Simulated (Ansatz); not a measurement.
CoO3F3H6⁺, that is mer-CoF3(H2O)3 with one electron fewer. Charge 1, multiplicity 2. Geometry r2SCAN-D4/def2-SVP, that of the neutral singlet; atoms count from 1.

```xyz
13

Co   -0.0748   -0.0269    0.1686
F     0.8622   -1.2400    1.1164
F    -0.8993    1.1564   -0.9924
F    -0.6634    0.7874    1.6406
O     0.4717   -0.8227   -1.5409
H     1.4279   -0.7186   -1.6651
H     0.0302   -0.1014   -2.0445
O    -1.4722   -1.3105    0.4686
H    -1.9001   -0.8069    1.1925
H    -0.7962   -1.8603    0.9482
O     1.2634    1.3710    0.0917
H     1.1526    1.6565    1.0218
H     0.5980    1.9160   -0.4054
```

(1) Estimate the Mulliken populations from the PBE0/def2-TZVP orbitals of Ansatz.

(2) Where does the spin sit?

(3) And the Mayer bond orders between heavy atoms (over 0.3)?

Results:

(1) 
| atom | charge (e) | spin (α − β) | d electrons |
| --- | --- | --- | --- |
| Co1 | 0.39 | 1.05 | 7.26 |
| F2 | -0.29 | 0.04 | – |
| F3 | -0.35 | 0.01 | – |
| F4 | -0.27 | 0.02 | – |
| O5 | -0.35 | -0.02 | – |
| H6 | 0.41 | 0.00 | – |
| H7 | 0.40 | 0.00 | – |
| O8 | -0.28 | -0.06 | – |
| H9 | 0.41 | 0.00 | – |
| H10 | 0.41 | 0.00 | – |
| O11 | -0.31 | -0.05 | – |
| H12 | 0.42 | 0.00 | – |
| H13 | 0.41 | 0.00 | – |
Mulliken values depend strongly on the basis.

(2) Summed by element: Co 1.05, F 0.07, O -0.13, H 0.01, of 1 unpaired in all. Largest on single atoms: Co1 1.05, O8 -0.06, O11 -0.05.

(3) Co1–F2 0.93 (1.80 Å); Co1–F3 0.81 (1.85 Å); Co1–F4 0.97 (1.78 Å); Co1–O5 0.62 (1.96 Å); Co1–O8 0.71 (1.92 Å); Co1–O11 0.66 (1.94 Å).
